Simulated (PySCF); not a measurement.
The Sb–Cl bond energy of SbCl₄

All numbers come from PySCF, PBE0, basis Sb def2-SVP with ECP28, Cl def2-SVP (scalar-relativistic core potentials, no spin–orbit coupling, density fitting).

Each entry is the lowest minimum that a search over a few typed start shapes (and spin states, where more than one is plausible) found, or that minimum re-optimised at the stated level; isomers with ligand–ligand bonds, or fragments after loss of a ligand pair, can lie lower.

Total energies (Eh), which compare only within these settings: Cl atom -459.83854.

| species | 2S+1 | group | E (Eh) | ZPE (kJ/mol) |
| --- | --- | --- | --- | --- |
| SbCl₃ | 1 | C3v | -1620.08463 | 9.0 |
| SbCl₄ | 2 | C2v | -2079.96152 | 10.7 |

Q: What are De and D0 for SbCl₄ → SbCl₃ + Cl?

A: De = [(-1620.08463) + (-459.83854) − (-2079.96152)] × 2625.5 = 101 kJ/mol. The zero-point energy changes by -1.7 kJ/mol, so D0 = 99 kJ/mol.

Atoms and open shells are unrestricted, without spin–orbit or basis-set superposition corrections.

Spin–orbit coupling can matter for elements this heavy.
